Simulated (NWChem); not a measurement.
Everything below was run with NWChem. System: In (+1), charge 1, spin multiplicity 1. Level: MP2/def2-SVP with def2 effective core potentials on In, 4 core orbitals frozen.

Part of the output:

```
             Northwest Computational Chemistry Package (NWChem) 7.3.0
             --------------------------------------------------------

                                NWChem Input Module
                                -------------------

 Scaling coordinates for geometry "geometry" by  1.889725989
 (inverse scale =  0.529177249)

                             Geometry "geometry" -> ""
                             -------------------------

 Output coordinates in angstroms (scale by  1.889725989 to convert to a.u.)

  No.       Tag          Charge          X              Y              Z
 ---- ---------------- ---------- -------------- -------------- --------------
    1 In                  49.0000     0.00000000     0.00000000     0.00000000

 Effective nuclear repulsion energy (a.u.)       0.0000000000

            Nuclear Dipole moment (a.u.)
            ----------------------------
        X                 Y               Z
 ---------------- ---------------- ----------------
     0.0000000000     0.0000000000     0.0000000000

      Symmetry information
      --------------------

 Group name             D2h
 Group number             26
 Group order               8
 No. of unique centers     1

      Symmetry unique atoms

     1


 Summary of "ao basis" -> "" (spherical)
 ------------------------------------------------------------------------------
       Tag                 Description            Shells   Functions and Types
 ---------------- ------------------------------  ------  ---------------------
 *                          def2-svp                  on all atoms

 Summary of "ao basis" -> "ao basis" (spherical)
 ------------------------------------------------------------------------------
       Tag                 Description            Shells   Functions and Types
 ---------------- ------------------------------  ------  ---------------------
 In                         def2-svp                10       26   4s4p2d

                                 NWChem SCF Module
                                 -----------------

  ao basis        = "ao basis"
  functions       =    26
  atoms           =     1
  closed shells   =    10
  open shells     =     0
  charge          =   1.00
  wavefunction    = RHF
  use symmetry    = T
  symmetry adapt  = T

 Summary of "ao basis" -> "ao basis" (spherical)
 ------------------------------------------------------------------------------
       Tag                 Description            Shells   Functions and Types
[...]
           0.000000000000           0.000000000000           0.000000000000

  Mulliken analysis of the total density
  --------------------------------------

    Atom       Charge   Shell Charges
 -----------   ------   -------------------------------------------------------
    1 In  21    20.00   2.60 -0.60  1.35  0.66  3.25  2.73  0.01 -0.00  9.74  0.26

       Multipole analysis of the density wrt the origin
       ------------------------------------------------

     L   x y z        total         open         nuclear
     -   - - -        -----         ----         -------
     0   0 0 0      1.000000      0.000000     21.000000

     1   1 0 0      0.000000      0.000000      0.000000
     1   0 1 0     -0.000000      0.000000      0.000000
     1   0 0 1      0.000000      0.000000      0.000000

     2   2 0 0    -13.007209      0.000000      0.000000
     2   1 1 0      0.000000      0.000000      0.000000
     2   1 0 1      0.000000      0.000000      0.000000
     2   0 2 0    -13.007209      0.000000      0.000000
     2   0 1 1     -0.000000      0.000000      0.000000
     2   0 0 2    -13.007209      0.000000      0.000000

                   NWChem MP2 Semi-direct Energy/Gradient Module
                   ---------------------------------------------

  Basis functions       =     26
  Molecular orbitals    =     26
  Frozen core           =      4
  Frozen virtuals       =      0
  Active alpha occupied =      6
  Active beta occupied  =      6
  Active alpha virtual  =     16
  Active beta virtual   =     16
  Use MO symmetry       = T
  Use skeleton AO sym   = T

  AO/Fock/Back tols     =   1.0D-09  1.0D-09  1.0D-09

 GA uses MA = F    GA memory limited = T

 Available:
  local mem=  1.26D+08
 global mem=  1.44D+08
 local disk=  0.00D+00
  mp2_memr nvloc                    16
  nvloc new                    16
   1 passes of   6:        2097152                       3827                    115767.
   1 passes of   6: M    126151098           G      144177848           F     124053946.

 Semi-direct pass number   1 of   1  for RHF alpha+beta  at        0.2s
  vrange nnbf                   351
  mp2_eaftype                    10  avail_ma_in_mb                  1099
 EAF : mp2_eaftype filesize          10      57883.
  mp2_eaf for mointskh                     10
Node 0 wrote      0.3 Mb in      0.0 s     Agg I/O rate:  2160.6 Mb/s
 Done moints_semi at        0.3s
  mp2_eaftype                    10  avail_ma_in_mb                  1089
 EAF : mp2_eaftype filesize          10      57883.
  mp2_eaf for kh                    10
 Done maket at        0.3s
 Done multipass loop at        0.3s

          -------------------------------------------
          SCF energy                -189.015289979702
          Correlation energy          -0.042834241408
          Singlet pairs               -0.032979981332
          Triplet pairs               -0.009854260076
          Total MP2 energy          -189.058124221110
          -------------------------------------------

          ---------------------------------------------------
                    Spin Component Scaled (SCS) MP2
          Same spin pairs                     -0.006569506717
          Same spin scaling factor             0.333333333333
          Opposite spin pairs                 -0.036264734691
          Opposite spin scaling fact.          1.200000000000
          SCS-MP2 correlation energy          -0.045707517201
          Total SCS-MP2 energy              -189.060997496903
          ---------------------------------------------------

 -----------------------
 Performance information
 -----------------------

 Timer overhead =  9.64D-08 seconds/call

               Nr. of calls         CPU time (s)                 Wall time (s)                GFlops
             ---------------    -------------------     ------------------------------   -------------------
Name         Min   Avg   Max    Min     Avg     Max     Min     Avg     Max   Mx/calls   Min     Max     Sum
mp2: moin     1     1     1   0.12    0.12    0.12     0.12    0.12    0.12    0.12      0.0     0.0     0.0
mp2: make     1     1     1   1.45E-3 1.45E-3 1.45E-3  1.45E-3 1.45E-3 1.45E-3 1.45E-3   0.0     0.0     0.0
mp2: tota     1     1     1   0.14    0.14    0.14     0.14    0.14    0.14    0.14      0.0     0.0     0.0

 The average no. of pstat calls per process was 3.00D+00
 with a timing overhead of 2.89D-07s

 Task  times  cpu:        0.3s     wall:        0.3s

 Total times  cpu:        0.3s     wall:        0.3s
```

Problem. Write an NWChem input that would produce this output.

Solution. One answer among several that fit: 
```
start mol
memory heap 200 mb stack 900 mb global 1100 mb
charge 1
geometry units angstroms nocenter noautoz
  In     0.000000     0.000000     0.000000
  symmetry group D2h
end
basis spherical
  * library def2-svp
end
ecp
  In library def2-ecp
end
scf
  rhf
  nopen 0
  maxiter 100
  thresh 1e-7
  semidirect memsize 60000000 filesize 0
end
mp2
  freeze core 4
end
task mp2 energy
```
